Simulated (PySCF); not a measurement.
Cd⁺ (cadmium, charge +1) across methods

[Kr] 4d10 5p1, 2P determinant (an excited configuration). Computed with PySCF 2.14 in aug-cc-pVTZ-PP with ECP28MDF, with a scalar-relativistic core potential. The B2PLYP total includes its PT2 part (frozen core); its orbital energies are those of the SCF part.

```json
{"method": "wB97M-V", "E (hartree)": "-167.1431", "mean ε 4d α (eV)": "-26.688", "mean ε 4d β (eV)": "-26.605", "mean ε 5p α (eV)": "-10.911", "Σ⟨r²⟩ (bohr²)": "40.57", "⟨S²⟩": "0.752"}
{"method": "r2SCAN", "E (hartree)": "-167.2528", "mean ε 4d α (eV)": "-22.277", "mean ε 4d β (eV)": "-22.177", "mean ε 5p α (eV)": "-8.862", "Σ⟨r²⟩ (bohr²)": "40.14", "⟨S²⟩": "0.753"}
{"method": "LDA", "E (hartree)": "-166.8846", "mean ε 4d α (eV)": "-22.161", "mean ε 4d β (eV)": "-22.041", "mean ε 5p α (eV)": "-8.823", "Σ⟨r²⟩ (bohr²)": "40.27", "⟨S²⟩": "0.751"}
{"method": "B2PLYP", "E (hartree)": "-167.0525", "mean ε 4d α (eV)": "-26.294", "mean ε 4d β (eV)": "-26.216", "mean ε 5p α (eV)": "-9.719", "Σ⟨r²⟩ (bohr²)": "40.76", "⟨S²⟩": "0.752"}
{"method": "PBE", "E (hartree)": "-167.1994", "mean ε 4d α (eV)": "-21.945", "mean ε 4d β (eV)": "-21.824", "mean ε 5p α (eV)": "-8.726", "Σ⟨r²⟩ (bohr²)": "40.41", "⟨S²⟩": "0.752"}
{"method": "r2SCAN0", "E (hartree)": "-167.2240", "mean ε 4d α (eV)": "-24.424", "mean ε 4d β (eV)": "-24.336", "mean ε 5p α (eV)": "-9.398", "Σ⟨r²⟩ (bohr²)": "40.24", "⟨S²⟩": "0.753"}
{"method": "UHF", "E (hartree)": "-166.38002", "mean ε 4d α (eV)": "-29.911", "mean ε 4d β (eV)": "-29.859", "mean ε 5p α (eV)": "-10.483", "Σ⟨r²⟩ (bohr²)": "41.52", "⟨S²⟩": "0.753"}
{"method": "PBE0", "E (hartree)": "-167.1995", "mean ε 4d α (eV)": "-24.168", "mean ε 4d β (eV)": "-24.062", "mean ε 5p α (eV)": "-9.296", "Σ⟨r²⟩ (bohr²)": "40.45", "⟨S²⟩": "0.752"}
```

**Question.** Estimate the same row for PW91.

**Answer.** E (hartree) = -167.2695; mean ε 4d α (eV) = -22.023; mean ε 4d β (eV) = -21.899; mean ε 5p α (eV) = -8.781; Σ⟨r²⟩ (bohr²) = 40.35; ⟨S²⟩ = 0.752.

Energies and moments cover only the electrons outside the core potential.
